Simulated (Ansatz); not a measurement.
A calculation with Ansatz (development build ahead of 0.2.0).

```yaml
crystal:
  periodic: [false, false, false]
  atoms:
    - { symbol: Yb, position_ang: [0.0, 0.0, 0.0] }
    - { symbol: P, position_ang: [0.0, 0.0, 2.304] }
basis:
  gaussian: { orbitals: def2-TZVPP }
magnetization:
  spin_polarized: true
  initial_magnetization: 1
hamiltonian:
  xc: r2scan
```

The input is written out in the form of the current development build from the run's settings. The basis set brings a core potential for Yb, so the total leaves out those core electrons.

The run gave:

```yaml
Converged: yes
Total_energy: -1500.04911 hartree
Spin_squared_of_the_determinant: 0.891
Stability_test: minimum
```

Caution: other spin multiplicities were not run; the unrestricted determinant is spin contaminated.
